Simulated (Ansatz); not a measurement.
Relaxation of AlF3H5O3Ta (13 atoms, charge 0, multiplicity 1), to a largest force component of 0.03 eV/Å in at most 50 steps.

Level of theory: Ansatz, RHF/def2-SVP.

```xyz
13
Properties=species:S:1:pos:R:3
Ta -0.045 0.042 0.194
O 1.888 0.171 0.397
H 2.361 0.273 1.214
F -0.355 0.218 2.042
F 0.106 -0.480 -1.601
O -0.878 1.631 -0.193
H -1.297 2.475 -0.119
F -0.958 -1.672 0.405
O 1.517 -2.569 1.178
Al 0.066 -3.457 0.857
H -0.092 -4.170 -0.545
H -0.706 -3.933 2.145
H 2.108 -2.036 0.628
```

**Question.** Where does it end, and by what steps?

**Answer.** It converged. After 21 steps the energy has fallen by 1.821 eV; H3 moved furthest, 1.09 Å. Joined: Ta1–O9 (3.20 → 2.13 Å).

```
step  energy less start (eV)  largest force component (eV/Å)  accepted
   0                  0.0000                           2.376       yes
   1                 -0.2890                           2.227       yes
   2                 -0.5678                           2.992       yes
   3                 -0.9458                           3.153       yes
   4                 -1.4138                           2.501       yes
   5                 -1.6527                           1.017       yes
   6                 -1.7146                           0.458       yes
   7                 -1.7473                           0.377       yes
   8                 -1.7758                           0.536       yes
   9                 -1.7656                           0.863        no
  10                 -1.7999                           0.354       yes
  11                 -1.8120                           0.059       yes
  12                 -1.8179                           0.062       yes
  13                 -1.7557                           2.072        no
  14                 -1.8165                           0.376        no
  15                 -1.8129                           0.452        no
  16                 -1.8189                           0.036       yes
  17                 -1.8180                           0.310        no
  18                 -1.8199                           0.033       yes
  19                 -1.8204                           0.117       yes
  20                 -1.7930                           0.730        no
  21                 -1.8209                           0.016       yes
```

```xyz
13
Properties=species:S:1:pos:R:3
Ta 0.359 -0.166 0.414
O 2.001 0.659 0.615
H 2.779 1.167 0.759
F -0.063 -0.191 2.261
F 0.601 -0.629 -1.409
O -0.801 1.226 0.037
H -1.538 1.772 -0.172
F -1.161 -1.632 0.323
O 1.102 -2.133 0.779
Al -0.382 -3.251 0.659
H -0.352 -4.145 -0.637
H -0.835 -3.811 2.059
H 2.007 -2.374 0.910
```

Whether the end is a true minimum wasn't checked by a vibrational analysis.

Run time: 62 s on 4 threads of Arm Neoverse V2, on a shared host, peak memory 0.49 GiB.
